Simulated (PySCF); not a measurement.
**Exercise with solution: oscillator strength and radiative lifetime**

W(O)(NH)(Me)(SH) (CH5NOSW), SMILES [NH]=[W](=[O])([SH])[CH3], multiplicity 1.

The structure is a stationary point at B3LYP-D3(BJ)/def2-SVP. The multiplicity is an assumed one; no other spin state was optimised. The structure was generated by enumeration; whether it is a known compound was not checked. The def2 effective core potentials stand for the cores of W; spin–orbit coupling is left out. Other conformers were not sampled.

PySCF with TDA-LC-ωPBE/def2-SVPD puts the first singlet state with f over 0.02 at 5.39 eV (vertical), with the transition dipole (-0.376, -0.642, 0.293) in atomic units.

### Question
Find the oscillator strength, the wavelength and the radiative lifetime that this transition would have in vacuum if emission retraced absorption.

### Answer

|μ|² = 0.6394 au, so |μ| = 2.03 D. ΔE = 5.39/27.211 = 0.1981 hartree. f = (2/3) ΔE |μ|² = 0.084 (the program prints 0.084).
λ = 1239.84/5.39 = 230 nm; ν = 43473 cm⁻¹.
Einstein's coefficient A = 0.6670 ν² f s⁻¹ (ν in cm⁻¹) = 1.1e8 s⁻¹, so τ = 1/A = 9.4 ns. This state is S4; the lower singlets have f = 0.014, 0.007, 0.003. The figure is the radiative limit of this one transition; relaxation, internal conversion, crossing to triplets and a medium change what is measured.
